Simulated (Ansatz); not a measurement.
Input file for Ansatz (a first-principles code): U-CCSD(T)/def2-TZVPP on LiBe-, 2S+1 = 3, a spin state set in the input, which need not be the lowest, a point of a bond scan (R = 2.642 Å). Charge -1.

Ansatz 0.2 input:
```yaml
crystal:
  periodic: [false, false, false]
  atoms:
    - {symbol: Li, position_ang: [0.00000000, 0.00000000, 0.00000000]}
    - {symbol: Be, position_ang: [0.00000000, 0.00000000, 2.64206400]}
basis:
  gaussian:
    orbitals: def2-TZVPP
total_charge: -1
magnetization: {spin_polarized: true, initial_magnetization: 2}
correlation: {method: ccsd_t, electrons: valence}
output: {orbitals: {seedname: ./end}}
```

Program output:

```
WARN ansatz: RAYON_NUM_THREADS=2 ignored (pool sized by the plan → 2); use --threads N
Functional definition: HF
integrals: 0.01 GiB planned
305 factors; integrals over basis functions are off by at most 7.8e-4 eV
mean field: 0.06 GiB planned
mean field evaluation 1: about -597.3986 eV, gradient 5.2e0 eV
mean field evaluation 2: about -597.4199 eV, gradient 5.2e0 eV
mean field evaluation 4: about -598.3666 eV, gradient 1.2e0 eV
mean field evaluation 8: about -598.5482 eV, gradient 3.5e-1 eV
mean field evaluation 16: about -598.5983 eV, gradient 1.0e-1 eV
mean field evaluation 32: about -598.6171 eV, gradient 3.6e-1 eV
mean field evaluation 64: about -598.5899 eV, gradient 2.2e-1 eV
mean field evaluation 96: about -598.5924 eV, gradient 3.2e-1 eV
mean field evaluation 128: about -597.9559 eV, gradient 1.4e-2 eV
mean field evaluation 160: about -598.7760 eV, gradient 3.1e-2 eV
mean field evaluation 192: about -598.7455 eV, gradient 4.1e-1 eV
mean field evaluation 224: about -598.7752 eV, gradient 6.4e-2 eV
mean field evaluation 256: about -598.5945 eV, gradient 2.1e-1 eV
mean field evaluation 288: about -598.5998 eV, gradient 5.0e-3 eV
mean field evaluation 320: about -598.4652 eV, gradient 3.9e-2 eV
mean field evaluation 352: about -598.4656 eV, gradient 5.0e-2 eV
mean field evaluation 384: about -598.4649 eV, gradient 4.8e-2 eV
mean field evaluation 416: about -598.4642 eV, gradient 5.4e-2 eV
mean field evaluation 448: about -598.4642 eV, gradient 5.4e-2 eV
mean field evaluation 480: about -597.9307 eV, gradient 6.4e-1 eV
mean field evaluation 512: about -597.9559 eV, gradient 4.9e-4 eV
mean field evaluation 544: about -596.5151 eV, gradient 6.9e-2 eV
mean field evaluation 576: about -596.5161 eV, gradient 5.0e-2 eV
mean field evaluation 608: about -596.6508 eV, gradient 2.0e-3 eV
mean field evaluation 640: about -595.8706 eV, gradient 1.1e0 eV
mean field evaluation 672: about -595.9045 eV, gradient 2.9e-1 eV
mean field evaluation 704: about -595.8749 eV, gradient 2.5e-1 eV
mean field evaluation 736: about -597.6449 eV, gradient 2.6e0 eV
mean field evaluation 768: about -595.7741 eV, gradient 3.7e-2 eV
mean field -598.77612840 eV, -22.0046168537 hartree, gradient 1.5e-6 eV, S^2 2.037631; 23 other end points of the search recorded, 0 dependent functions left out
determinant -598.77612840 eV, -22.0046168537 hartree, with singles and doubles -601.97148051 eV, -22.1220438778 hartree
determinant -598.77597589 eV, -22.0046112489 hartree, with singles and doubles -601.97416247 eV, -22.1221424382 hartree
determinant -598.59981610 eV, -21.9981374962 hartree, with singles and doubles -601.84915972 eV, -22.1175486717 hartree
determinant -597.95592768 eV, -21.9744750332 hartree, with singles and doubles -600.22104599 eV, -22.0577165959 hartree
determinant -597.72910415 eV, -21.9661394223 hartree, with singles and doubles -601.92455877 eV, -22.1203195356 hartree
determinant -596.78732636 eV, -21.9315297269 hartree, with singles and doubles -600.41235824 eV, -22.0647471913 hartree
determinant -596.65085017 eV, -21.9265143192 hartree, with singles and doubles -599.77936379 eV, -22.0414850741 hartree
determinant -596.51586170 eV, -21.9215535844 hartree, with singles and doubles -600.05403951 eV, -22.0515792209 hartree
determinant -595.84530388 eV, -21.8969110391 hartree, with singles and doubles -599.30479708 eV, -22.0240450693 hartree
determinant -595.77978988 eV, -21.8945034441 hartree, with singles and doubles -598.92405497 eV, -22.0100530550 hartree
determinant -598.77612840 eV, -22.0046168537 hartree, with singles and doubles -601.97420334 eV, -22.1221439401 hartree
determinant -598.77597589 eV, -22.0046112489 hartree, with singles and doubles -601.97479268 eV, -22.1221655978 hartree
determinant -598.59981610 eV, -21.9981374962 hartree, with singles and doubles -601.86383305 eV, -22.1180879068 hartree
determinant -597.72910415 eV, -21.9661394223 hartree, with singles and doubles -601.80299110 eV, -22.1158520064 hartree
reference -598.77597589 eV, -22.0046112489 hartree; 5, 3 occupied and 33, 35 virtual orbitals, 305 factors
second order -2.50486616 eV of doubles, -0.00000000 eV of singles
coupled cluster: 0.08 GiB planned
cycle   1  -3.19881773 eV  change   -9.4e-7 eV  update   2.8e-6
perturbative correction -0.04279301 eV, -0.0015726141 hartree
Total energy: -602.01758663 eV, -22.1237382463 hartree
```

Self-consistency was reached.

Cost: around 5 core-seconds (rough).
